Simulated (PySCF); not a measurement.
**Induced dipoles and field energies**

Species: hydroxydifluoroborane, BF2HO.
SMILES with atom numbers: `[OH:1][B:2]([F:3])[F:4]` (hydrogens: H5 on O1)

Geometry (PBE0-D3(BJ)/def2-SVP, Å), atoms numbered from 1 in this order:
```
atom  x, y, z in Å
O1     0.8536   -0.5942    0.0701
B2    -0.3634   -0.0357   -0.0209
F3    -1.4381   -0.7911    0.0730
F4    -0.5256    1.2681   -0.2044
H5     1.5655    0.0481   -0.0143
```

Level: B3LYP/def2-SVPD (PySCF); nuclei fixed, core orbitals frozen in the response. Permanent dipole (1.810, 0.826, -0.100) D (1 au = 2.5417 D). Static polarisability (au):

```
x   22.62  0.09  0.05
y    0.09 20.40 -0.57
z    0.05 -0.57 16.40
```

Only the terms in μ and α are kept: μ(F) = μ + αF and ΔE = −μ·F − ½ F·αF.

Q: What do fields of 0.514 V/Å (0.01 au) along the six axis directions do?

A: 
```
field along  induced x (D)  induced y (D)  induced z (D)  total size (D)  −μ·F (kJ/mol)  −½F·αF (kJ/mol)
         +x          0.575          0.002          0.001           2.527        -18.696           -2.969
         −x         -0.575         -0.002         -0.001           1.488        +18.696           -2.969
         +y          0.002          0.519         -0.014           2.259         -8.532           -2.678
         −y         -0.002         -0.519          0.014           1.836         +8.532           -2.678
         +z          0.001         -0.014          0.417           2.010         +1.033           -2.153
         −z         -0.001          0.014         -0.417           2.060         -1.033           -2.153
```

Q: For the field (0.0030, -0.0040, -0.0010) au, what is the induced dipole, and what angle does it make with the field?

A: αF = (0.171, -0.205, -0.036) D, at 4.8° to the field. The polarisability along this direction, F·αF/F², is 20.74 au, against a mean of 19.81 au.

Q: Which field along μ doubles the dipole in that direction (linear response)?

A: The polarisability along the dipole is 22.31 au, so F = 0.7837 au / 22.31 au = 0.0351 au = 1.81 V/Å; higher-order terms are ignored.

Q: What field makes μF equal to kT at 200 K?

A: kT = 0.6334 × 10⁻³ Eh, so F = 0.000808 au = 4.16 MV/cm.

Q: Induction energy −ᾱe²/2R⁴ of a unit charge at 11 Å, the molecule taken as a point?

A: R = 20.79 bohr, so the energy is −19.8/(2 × 20.79⁴) Eh = -0.139 kJ/mol. The charge–dipole term at its most favourable orientation, −μe/R², is -4.76 kJ/mol.

Isolated species at its PBE0-D3(BJ)/def2-SVP geometry (one conformer only).
